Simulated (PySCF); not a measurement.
H2AlBr, singlet, geometry from GFN2-xTB (such geometries of metal compounds can be far from the true shape). Base run: PBE/6-31G, polarisability run with PySCF.

The PySCF input:
```python
from pyscf import gto, scf, dft
from pyscf.prop import polarizability

mol = gto.M(
    atom='''
Al   -0.83649381   -1.27135581    0.21759535
H    -0.41220777   -2.32264286    1.25043091
H    -2.11474377   -1.51797671   -0.59310039
Br    0.38289632    0.58194986   -0.09960200
''',
    basis='6-31g',
    verbose=4,
)

mf = dft.RKS(mol)
mf.xc = 'pbe'
mf.kernel()
alpha = mf.Polarizability().polarizability()[2, 2]
print('alpha_zz =', alpha)
```

**Question.** The base was run again with changes. Order these runs by alpha_zz (bohr³), lowest first: functional = lda,vwn | basis = cc-pVTZ | functional = camb3lyp | basis = 6-31G* | functional = pbe0 | basis = STO-3G.

**Answer.** basis = STO-3G (alpha_zz (bohr³) 9.35), functional = camb3lyp (alpha_zz (bohr³) 25.21), functional = pbe0 (alpha_zz (bohr³) 25.80), functional = lda,vwn (alpha_zz (bohr³) 27.30), basis = 6-31G* (alpha_zz (bohr³) 31.04), basis = cc-pVTZ (alpha_zz (bohr³) 39.89)

Finite-field rows take the second difference of the energy in a field along z; a small field with loose convergence shows SCF noise divided by the square of the field, and a large one adds hyperpolarisability.
